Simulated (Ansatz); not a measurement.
Stepwise reaction of `FCBCF` with ammonia, as a gas-phase model of exchange steps in deposition or etching. ΔE in kJ/mol; ΔG adds harmonic PBE0-D4 terms to CCSD(T)/CBS, at 1 bar.

Isolated molecules relaxed with PBE0-D4/def2-TZVP in Ansatz; ΔE leaves out vibrations. CCSD(T)/CBS is the MP2 limit (def2-TZVPP, def2-QZVPP) plus CCSD(T) − MP2 in def2-TZVPP, frozen cores. This one scheme is used for every species. DFT in def2-TZVPP. B3LYP here is the variant with VWN-RPA as its local correlation; programs differ in this. Each species was taken in one conformer, which may not be the lowest.

| step | reaction | PBE-D4 | B3LYP-D4 | ωB97M-V | CCSD(T)/CBS | ΔG(600 K) |
| --- | --- | --- | --- | --- | --- | --- |
| 1 | `FCBCF` + NH₃ → `NBCF` + `CF` | -141.0 | -145.8 | -142.8 | -144.7 | -134.4 |
| 2 | `NBCF` + NH₃ → `NBN` + `CF` | -78.7 | -84.2 | -81.3 | -81.1 | -80.5 |

**Question.** By hand: ΔE of the 2 steps together at CCSD(T)/CBS.

**Answer.** (-144.7) + (-81.1) = -225.8 kJ/mol, or -112.9 kJ/mol a step.

In ΔE each step is higher than the one before. All are downhill at CCSD(T)/CBS. ΔG lies between -134.4 and -80.5 kJ/mol a step. PBE-D4 differs from CCSD(T)/CBS by 2.4 to 3.7 kJ/mol a step. Isolated molecules leave out the surface, adducts and barriers. Largest T1 diagnostic: 0.012.
